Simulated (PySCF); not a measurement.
## Radial density of Ni (nickel, neutral)

PW91, [Ar] 3d7 4s2 4p1, one real determinant (an excited configuration). Calculation: PySCF 2.14, in aug-cc-pVTZ-DK (8s7p5d3f2g, 93 functions); scalar relativity by spin-free X2C-1e.

```csv
r (bohr),4πr²ρ (e/bohr),4πr²(ρα − ρβ)
0.000960,0.2574,0.0000
0.00161,0.6449,0.0000
0.00271,1.581,0.0001
0.00457,3.739,0.0002
0.00768,8.326,0.0005
0.0129,16.66,0.0010
0.0217,27.70,0.0019
0.0365,34.07,0.0037
0.0615,29.04,0.0119
0.103,28.99,0.0570
0.174,38.55,0.2918
0.293,22.17,1.2862
0.492,18.05,3.0523
0.828,16.18,2.7732
1.39,4.153,1.0281
2.34,1.522,0.4184
3.94,0.4560,0.2091
6.63,0.04008,0.0311
11.1,0.0006580,0.0007
```

Densities and radii are taken from the X2C orbitals without a picture-change correction, which distorts them close to the nucleus.

⟨L²⟩ = 13.94 against 20 for a pure G term, so this real determinant mixes terms.
